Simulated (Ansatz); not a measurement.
Reactions of `[SiH3]N([SiH3])[Si]S`.

Program: Ansatz. Geometries: PBE0-D4/def2-TZVP. ΔE: electronic, gas phase. CCSD(T)/CBS is the MP2 limit (def2-TZVPP, def2-QZVPP) plus CCSD(T) − MP2 in def2-TZVPP, frozen cores. This one scheme is used for every species, atoms too. Functionals use def2-TZVPP. Open shells (•) are unrestricted, without spin–orbit coupling. Spin–orbit coupling would lower the free atoms: a little for S, Si. Bonds to Br are less sure, by a few kJ/mol each and by 10 to 20 or more in all where they break to atoms, as the def2 sets lack core-valence functions. Scalar relativity is left out up to krypton. One conformer a species, not always the lowest.

| reaction | r2SCAN-D4 (kJ/mol) | CCSD(T)/CBS(def2) (kJ/mol) |
| --- | --- | --- |
| `[SiH3]N([SiH3])[Si]S` + HCl → `[SiH3]N([SiH3])[Si]Cl` + H₂S | -48 | -49 |
| `[SiH3]N([SiH3])[Si]S` + HBr → `S[Si]Br` + `[SiH3]N[SiH3]` | -45 | -40 |
| `[SiH3]N([SiH3])[Si]S` + NH₃ → `N[Si]S` + `[SiH3]N[SiH3]` | -16 | -11 |
| `[SiH3]N([SiH3])[Si]S` + NH₃ → `N[Si]N([SiH3])[SiH3]` + H₂S | -5 | -7 |
| `[SiH3]N([SiH3])[Si]S` + H₂ → `[SiH]S` + `[SiH3]N[SiH3]` | 72 | 71 |
| `[SiH3]N([SiH3])[Si]S` → 7 H• + N• + S• + 3 Si• | 3764 | 3786 |
| `[SiH3]N([SiH3])[Si]S` + H–F → `F[Si]N([SiH3])[SiH3]` + H₂S | -87 | -85 |
| `[SiH3]N([SiH3])[Si]S` + `O[SiH3]` → `[SiH3]O[Si]S` + `[SiH3]N[SiH3]` | -46 | -45 |
| `[SiH3]N([SiH3])[Si]S` + HBr → `[SiH3]N([SiH3])[Si]Br` + H₂S | -47 | -51 |
| `[SiH3]N([SiH3])[Si]S` + H₂ → `[SiH]N([SiH3])[SiH3]` + H₂S | 88 | 78 |

Largest T1 diagnostic: 0.016, for `[SiH]S`.
